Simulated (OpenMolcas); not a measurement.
Mn4+ with 4 ligands (chloride) in tetrahedral coordination (Td) at 2.15 Å. Ligand basis ANO-RCC-VDZP.

```
Program             : OpenMolcas
Method              : CASSCF
Basis               : ANO-RCC-VTZP [6s5p3d2f1g]
Scalar Hamiltonian  : DKH2, point nucleus
Active space        : 3 electrons in 5 orbitals (3d)
State averaging     : 2S+1 = 4 even, 10 roots; 2S+1 = 2 even, 40 roots
Spin-orbit coupling : state interaction with AMFI integrals over the reference wave functions
```

(1) What is the spin-free ground state (labels of Td)?

(2) Where is the first state of the same spin?

(3) What are the lowest two levels with spin-orbit coupling?

(4) What is χT at 300 K, and how does it compare with the textbook value?

Results:

(1) 4T1, 3-fold in its orbital part; it has the highest spin that d3 allows.

(2) 4T2 at 8730 cm-1 above the ground state.

(3) A 4-fold level Γ8, then a 2-fold level 25.5 cm-1 above it. Their leading multiplicities are 4 (100 %) and 4 (100 %).

(4) The lowest level has 2S+1 = 4, for which the spin-only value is χT = S(S+1) / 2 = 1.875 cm3 K/mol (g = 2). The computed 1.523 at 300 K differs by -0.352, through orbital momentum, spin-orbit coupling and any other state in reach. With a threefold ground state the orbital momentum is unquenched, so the spin-only value is not expected to hold.

An orbital triplet at a regular site is open to Jahn-Teller coupling, which can distort the site and quench the lowest spin-orbit gaps and is left out. Without dynamic correlation the repulsion within the d shell is too large (B by tens of per cent), so at a given field states of lower spin stand too high. The least metal-like active orbital is 76 % on the metal (Löwdin) and no ligand orbital is active, so the numbers are rough. Ligand-to-metal charge-transfer states are missing. With no ligand orbital active B as a rule stays too high, so bands that hang on it stand too high and its fall with covalency is understated. With metal d orbitals alone and no dynamic correlation the field as a rule comes out too small, by tens of per cent, by up to half for chloride and softer ligands. No measured value stands beside these numbers; the geometry was imposed, not optimised, and the real ion may take another.
